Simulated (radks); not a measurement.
Fractional charge and spin in the 3s shell of argon: the spin-up occupation runs from 0 to 1 and the spin-down occupation from 0 to 1; the fullest corner is Ar2+, [Ne] 3p(up 2, down 2) 3s(up 1, down 1). Calculated with a radial shooting solver on a logarithmic mesh with Libxc functionals: scalar-relativistic Kohn-Sham, PBE, spin-polarised, spherical densities, point nucleus. Energy (eV) above the fullest corner. The planes named below are the two flat planes that join the four corners, with an edge along up + down = one added electron.

down \ up,0,0.25,0.5,0.75,1
0,132.504,112.365,93.211,75.037,57.834
0.25,112.365,93.323,75.252,58.145,41.996
0.5,93.211,75.252,58.249,42.195,27.083
0.75,75.037,58.145,42.195,27.179,13.087
1,57.834,41.996,27.083,13.087,0.000

Corners above the fullest one (they belong to Ar3+ and the next ion): (up 1, down 0) 57.834 eV, (up 0, down 1) 57.834 eV, (up 0, down 0) 132.50 eV. With half an added electron in each spin the energy lies 0.415 eV from the planes, and with half an added electron in spin up alone -1.958 eV. The planes are only a guide here: the flat-plane condition holds for ground states with one frontier orbital, while this shell lies below other occupied shells, so the corners above the fullest one are inner-hole states and not the ground states of those ions.
